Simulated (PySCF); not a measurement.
Compound: C7H9F.
SMILES: `C[C@H]1CC=C/C1=C/F`

Method used: BHandHLYP/6-31G* geometry optimisation, gas phase in PySCF.

Take the most abundant isotopes and a rigid rotor. 

What are A, B and C (MHz)?

Ia = 148.83, Ib = 290.16, Ic = 404.92 u·Å²; 505379 MHz·u·Å²/I gives A = 3396, B = 1742, C = 1248 MHz.

Classify the top.

An asymmetric top: κ = (2 × 1742 − 3396 − 1248)/(3396 − 1248) = -0.54.

Is it planar, by Δ = Ic − Ia − Ib?

Not planar: Δ = Ic − Ia − Ib = -34.06 u·Å². For a rigid frame Δ = −2 Σ m c², so Σ m c² = 17.03 u·Å² lies off the ab plane: 7.45 from hydrogen and 9.58 from heavier atoms. The atom farthest from that plane is 1.58 Å away.

Give the other two planar moments, Paa and Pbb, and the rms extents of the mass along the axes.

Paa = Σ m a² = (Ib + Ic − Ia)/2 = 273.13 and Pbb = Σ m b² = (Ia + Ic − Ib)/2 = 131.80 u·Å². With the mass M = 112.07 u, the rms extents √(P/M) along a, b and c are 1.56, 1.08, 0.39 Å.

Which lines would a microwave search look for?

The dipole components are |μa| = 1.46 D, |μb| = 0.57 D, |μc| = 0.16 D. The squared components, which scale the intensities, stand as 1.00 : 0.15 : 0.01 (a : b : c). Some lines, for components of 0.1 D or more:

```json
{"type": "c", "branch": "Q", "J(Ka,Kc)": "1(1,1) ← 1(0,1)", "MHz": "1654", "lower level (cm⁻¹)": "0.100"}
{"type": "b", "branch": "Q", "J(Ka,Kc)": "2(1,1) ← 2(0,2)", "MHz": "2736", "lower level (cm⁻¹)": "0.296"}
{"type": "b", "branch": "R", "J(Ka,Kc)": "4(2,2) ← 3(3,1)", "MHz": "3572", "lower level (cm⁻¹)": "1.171"}
{"type": "b", "branch": "R", "J(Ka,Kc)": "3(1,2) ← 2(2,1)", "MHz": "4682", "lower level (cm⁻¹)": "0.553"}
{"type": "b", "branch": "Q", "J(Ka,Kc)": "2(2,0) ← 2(1,1)", "MHz": "5057", "lower level (cm⁻¹)": "0.387"}
{"type": "c", "branch": "R", "J(Ka,Kc)": "1(1,0) ← 0(0,0)", "MHz": "5137", "lower level (cm⁻¹)": "0.000"}
{"type": "a", "branch": "R", "J(Ka,Kc)": "2(0,2) ← 1(0,1)", "MHz": "5885", "lower level (cm⁻¹)": "0.100"}
{"type": "a", "branch": "R", "J(Ka,Kc)": "3(1,3) ← 2(1,2)", "MHz": "8174", "lower level (cm⁻¹)": "0.338"}
{"type": "c", "branch": "Q", "J(Ka,Kc)": "3(3,1) ← 3(2,1)", "MHz": "9105", "lower level (cm⁻¹)": "0.867"}
{"type": "b", "branch": "Q", "J(Ka,Kc)": "3(3,0) ← 3(2,1)", "MHz": "9117", "lower level (cm⁻¹)": "0.867"}
{"type": "a", "branch": "R", "J(Ka,Kc)": "4(0,4) ← 3(0,3)", "MHz": "11166", "lower level (cm⁻¹)": "0.583"}
{"type": "c", "branch": "R", "J(Ka,Kc)": "2(2,1) ← 1(1,1)", "MHz": "11929", "lower level (cm⁻¹)": "0.155"}
{"type": "a", "branch": "R", "J(Ka,Kc)": "4(2,2) ← 3(2,1)", "MHz": "12677", "lower level (cm⁻¹)": "0.867"}
{"type": "c", "branch": "Q", "J(Ka,Kc)": "4(4,1) ← 4(3,1)", "MHz": "13086", "lower level (cm⁻¹)": "1.578"}
{"type": "b", "branch": "R", "J(Ka,Kc)": "3(2,2) ← 2(1,1)", "MHz": "13931", "lower level (cm⁻¹)": "0.387"}
{"type": "c", "branch": "R", "J(Ka,Kc)": "3(2,1) ← 2(1,1)", "MHz": "14385", "lower level (cm⁻¹)": "0.387"}
{"type": "b", "branch": "R", "J(Ka,Kc)": "4(4,1) ← 3(3,0)", "MHz": "25273", "lower level (cm⁻¹)": "1.171"}
```

Estimate the classical rotational partition function at 10 K, 25 K and 298.15 K.

Point group C1, symmetry number σ = 1; q = (√π/σ)·√((kT/h)³/(ABC)), k/h = 20836.6 MHz/K: 1960 at 10 K, 7760 at 25 K, 319000 at 298.15 K.

Not checked by BHandHLYP/6-31G* frequencies. Zero-point vibration and centrifugal distortion are left out. A rigid rotor knows nothing of internal rotation, which can split or shift real lines.
